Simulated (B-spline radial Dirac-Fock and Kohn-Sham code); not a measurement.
Form factor and incoherent scattering function of Tb¹⁸⁺

System: the Tb¹⁸⁺ ion, [Kr] 4d10 4f1.

Calculated with a radial B-spline solver, using configuration-average Dirac-Fock orbitals. f₀ is the Fourier transform of the spherical electron density, S the Waller-Hartree incoherent function, and s = sin θ/λ. The electron scattering factor follows from the Mott-Bethe formula f_e = 0.023934 Å⁻¹·(Z − f₀)/s².

```
s (Å⁻¹)      f₀       S  f_e (Å)
      0  47.000   0.000        –
   0.08  46.627   0.308   68.709
   0.09  46.529   0.388   54.579
   0.12  46.168   0.683   31.301
   0.14  45.873   0.921   23.356
   0.18  45.162   1.489   14.654
   0.21  44.528   1.986   11.110
   0.26  43.302   2.929    7.682
   0.32  41.591   4.199    5.471
    0.4  39.017   6.027    3.887
   0.49  35.902   8.135    2.901
    0.6  32.077  10.640    2.189
   0.73  27.912  13.409    1.666
    0.9  23.465  16.725    1.227
    1.1  19.777  20.233    0.895
   1.36  16.759  24.101    0.624
   1.66  14.374  27.551    0.440
   2.04  11.733  30.750    0.306
    2.5   8.937  33.620    0.215
   3.07   6.605  36.301    0.148
   3.77   5.186  38.740    0.101
   4.63   4.291  40.902    0.068
   5.68   3.395  42.701    0.046
```

f₀ starts at the number of electrons, 47, and has fallen to half at s ≈ 0.90 Å⁻¹. The sum of ⟨r²⟩ over the electrons is 7.963 bohr². For an ion f_e diverges as s goes to zero, because of the net charge.
